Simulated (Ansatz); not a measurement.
This geometry of BrH + ClF2GeHO (8 atoms, charge 0, multiplicity 1) is a first-order saddle point.

Theory: RKS B3LYP-D4/def2-SVP in Ansatz.

```xyz
8
Properties=species:S:1:pos:R:3
Ge -0.004 0.216 -0.148
F -0.709 0.354 1.650
F 1.345 0.208 -1.234
Cl -1.385 1.593 -1.012
O -0.348 -1.501 -0.152
H -0.945 -1.739 0.573
Br 1.649 1.682 1.451
H 0.293 1.088 2.024
```

(1) Which two structures does it join? (They come from a converged band through this point; their orientation in space is the band's.)

(2) How far does it lie above each of them?

Results:

(1) Bonds broken: Ge1–F2, Br7–H8. Bonds formed: Ge1–Br7, F2–H8. BrH + ClF2GeHO becomes BrClFGeHO + FH.

First end point:

```xyz
8
Properties=species:S:1:pos:R:3
Ge -0.272 -0.178 -0.138
F -0.050 0.041 1.572
F 1.320 -0.464 -0.726
Cl -1.118 1.557 -0.989
O -1.304 -1.554 -0.423
H -0.944 -2.382 -0.072
Br 1.430 3.074 1.820
H 0.834 1.806 2.110
```

Last end point:

```xyz
8
Properties=species:S:1:pos:R:3
Ge 0.301 0.304 -0.567
F -0.966 0.158 2.402
F 1.339 -0.091 -1.881
Cl -1.293 1.510 -1.325
O -0.208 -1.205 0.140
H -0.623 -1.039 1.009
Br 1.548 1.567 0.944
H -0.200 0.697 2.432
```

(2) 22.3 kcal/mol above the first and 28.4 kcal/mol above the second. This is the barrier of this one path; another mechanism may lie lower. The orbitals stay closed-shell, which can raise the energy where a bond breaks towards radicals; this wasn't checked here.

Time of the run: 8.3 min on 4 threads of Arm Neoverse V1, on a shared host, peak memory 0.45 GiB.
